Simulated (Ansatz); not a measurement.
W₅O₂₁H₁₂⁻. The state is a doublet with charge -1. Geometry PBE-D4/def2-SVP, that of the neutral singlet.

| atom | x (Å) | y (Å) | z (Å) |
| --- | --- | --- | --- |
| W1 | 0.3526 | 0.4868 | -0.8690 |
| W2 | 1.2259 | -2.6363 | 0.8520 |
| W3 | -0.9919 | 1.2962 | 2.5393 |
| W4 | 1.4462 | -0.9048 | -4.1679 |
| W5 | -1.8039 | 3.1043 | -0.0843 |
| O6 | 1.2829 | -1.4266 | 2.3229 |
| O7 | 0.4092 | -4.0411 | 1.8108 |
| O8 | -2.3001 | 2.2158 | 3.5989 |
| O9 | -1.7009 | -0.3085 | 2.5483 |
| O10 | 1.3317 | -1.0039 | -0.1620 |
| O11 | 1.6337 | -2.1336 | -2.9134 |
| O12 | 2.9648 | 0.2357 | -4.4045 |
| O13 | 1.0351 | -3.3943 | -0.8325 |
| O14 | 3.0167 | -3.1599 | 1.0726 |
| O15 | -1.0080 | -2.1365 | 0.7559 |
| O16 | -0.5226 | 3.2359 | 1.7650 |
| O17 | -1.8517 | 4.9677 | 0.4365 |
| O18 | -2.4523 | 1.7779 | 0.9714 |
| O19 | 0.1963 | 0.8908 | 1.1108 |
| O20 | 0.2763 | 1.2338 | 3.9324 |
| O21 | -0.3343 | -0.2715 | -4.2376 |
| O22 | 1.5293 | -1.7722 | -5.6510 |
| O23 | 1.4312 | 0.6800 | -2.2475 |
| O24 | -3.0384 | 3.2631 | -1.2775 |
| O25 | -1.0453 | -0.3865 | -1.4621 |
| O26 | -0.3747 | 2.3446 | -1.0040 |
| H27 | 1.2649 | -0.4536 | 2.1572 |
| H28 | -0.5551 | -4.1896 | 1.8491 |
| H29 | -3.2223 | 2.3459 | 3.3107 |
| H30 | -1.3416 | -1.5028 | 1.4778 |
| H31 | 3.4865 | 0.1189 | -5.2211 |
| H32 | 1.2364 | -2.9275 | -1.7502 |
| H33 | 3.4569 | -3.7381 | 0.4190 |
| H34 | -1.3013 | -1.7293 | -0.0993 |
| H35 | -0.7531 | 4.0155 | 2.3076 |
| H36 | -2.4346 | 5.5262 | -0.1150 |
| H37 | 0.3176 | 0.5907 | 4.6636 |
| H38 | -0.8622 | -0.2134 | -3.4032 |

In the def2 sets W takes a core potential; there is no spin–orbit coupling. Single mean-field runs in def2-TZVP are fitted with def2-universal-jkfit. At PBE-D4/def2-TZVP, revPBE-D4/def2-TZVP the gap within one spin of the charge -1 doublet nearly closes, so an electron or hole may be smeared out by delocalisation error.

Task: Estimate the α-spin orbital energies around the gap (eV) in Ansatz with PBE-D4/def2-TZVP, revPBE-D4/def2-TZVP, PBE0-D4/def2-TZVP.

Result: 
```csv
orbital,PBE-D4/def2-TZVP,revPBE-D4/def2-TZVP,PBE0-D4/def2-TZVP
HOMO−5,-4.27,-4.17,-5.83
HOMO−4,-4.19,-4.08,-5.80
HOMO−3,-4.06,-3.96,-5.76
HOMO−2,-3.83,-3.73,-5.43
HOMO−1,-3.54,-3.43,-5.07
HOMO,-0.21,-0.11,-0.89
LUMO,-0.13,-0.02,0.26
LUMO+1,-0.01,0.10,0.64
LUMO+2,0.10,0.21,0.79
LUMO+3,0.26,0.37,0.86
LUMO+4,0.37,0.47,1.03
LUMO+5,0.46,0.57,1.07
β HOMO,-3.51,-3.41,-5.07
β LUMO,0.01,0.13,0.72
```
